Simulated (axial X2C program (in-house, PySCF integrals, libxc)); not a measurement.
# Which functional? An output for MoS⁻

An SCF output computed with an in-house all-electron X2C program for linear molecules (integrals from PySCF) for MoS⁻ at 2.213 Å, two-component, state Ω = 5/2, Mo dyall-acv3z [12s13p10d5f3g], S dyall-av3z [9s8p3d2f] (cores contracted in-house), without its first line:

```
basis functions 225  fitting functions 1049  grid points 5080
iter        total energy     max residual
   1      -4443.215206933     3.06e-01
   2      -4443.245408057     1.11e-02
   3      -4443.248675613     4.97e-03
   4      -4443.250128036     1.98e-03
   5      -4443.250804927     1.19e-03
   6      -4443.251075482     7.86e-04
   7      -4443.251188491     3.77e-04
   8      -4443.251220462     1.83e-04
   9      -4443.251227687     6.75e-05
  10      -4443.251228606     3.21e-05
  11      -4443.251228804     2.14e-05
  12      -4443.251228900     1.71e-05
  13      -4443.251228964     1.03e-05
  14      -4443.251228992     4.05e-06
  15      -4443.251228997     1.51e-06
  16      -4443.251228997     1.22e-06
converged
one-electron -6462.76137019  Coulomb 2008.71194491  exact exchange -147.93266513  xc functional 0.00000000  nuclear repulsion 160.69005230  atomic mean-field constant -1.95919088
```

**Question.** Which level of theory produced it?
A. PBE
B. HF
C. PBE0

**Answer.** B. The exact-exchange term against the functional term shows a share of 1 of exact exchange.
